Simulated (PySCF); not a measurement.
# Field gradients at the hydrogen positions

Compound: C7H10B2.
Geometry (PBE0-D3(BJ)/def2-SVP, Å), atoms numbered from 1 in this order:
```xyz
19
C7H10B2 angstrom
B      1.835   -1.239    1.036
C      1.326   -0.537   -0.261
B      2.392    0.567   -0.541
C     -0.121   -0.149   -0.329
C     -0.970   -0.705   -1.292
C     -2.315   -0.341   -1.357
C     -2.835    0.588   -0.459
C     -1.997    1.149    0.505
C     -0.655    0.784    0.568
H      1.156   -1.248    2.036
H      2.922   -1.770    1.047
H      1.620   -1.299   -1.020
H      3.544    0.256   -0.736
H      2.079    1.734   -0.550
H     -0.573   -1.435   -2.004
H     -2.960   -0.788   -2.117
H     -3.888    0.874   -0.508
H     -2.393    1.880    1.215
H     -0.008    1.230    1.328
```

Level: PBE0/pcSseg-1 (PySCF, non-relativistic); Q(2H) = 0.00286 b; rigid geometry, the same for H and D, with no vibrational averaging.

Task: Rank these positions by the coupling χzz of a deuteron there, largest first.
A. H12 (methine hydrogen)
B. H18 (aromatic hydrogen)
C. H13 (B–H hydrogen)

Result: B (204 kHz), A (186 kHz), C (134 kHz).

Task: Tabulate Vzz, the asymmetry η and χzz = 234.96 MHz × Q × Vzz for every hydrogen position.

Result: 
| atom | bonded to | bond length (Å) | Vzz (au) | η | χzz (kHz) |
| --- | --- | --- | --- | --- | --- |
| H10 | B1 | 1.209 | 0.1991 | 0.13 | 134 |
| H11 | B1 | 1.209 | 0.1985 | 0.12 | 133 |
| H12 | C2 | 1.115 | 0.2762 | 0.10 | 186 |
| H13 | B3 | 1.209 | 0.1992 | 0.12 | 134 |
| H14 | B3 | 1.209 | 0.1991 | 0.13 | 134 |
| H15 | C5 | 1.094 | 0.3024 | 0.08 | 203 |
| H16 | C6 | 1.093 | 0.3040 | 0.06 | 204 |
| H17 | C7 | 1.092 | 0.3054 | 0.07 | 205 |
| H18 | C8 | 1.093 | 0.3039 | 0.06 | 204 |
| H19 | C9 | 1.094 | 0.3026 | 0.08 | 203 |

Task: Average by the element that carries the hydrogen.

Result: on B: 134 kHz over 4 positions, mean bond length 1.209 Å; on C: 201 kHz over 6 positions, mean bond length 1.097 Å.

Task: Give the 2H NMR doublet splittings at H14 for a magnetic field along the z, y and x axes of the gradient: 3χ/2, 3χ(1 + η)/4, 3χ(1 − η)/4.

Result: With |χ| = 133.8 kHz and η = 0.128: 201, 113 and 87 kHz, to first order and without motion.

The structure is a single PBE0-D3(BJ)/def2-SVP conformer in the gas phase; no vibrational or solvent corrections. With a basis this small, the couplings can be 20 % off.
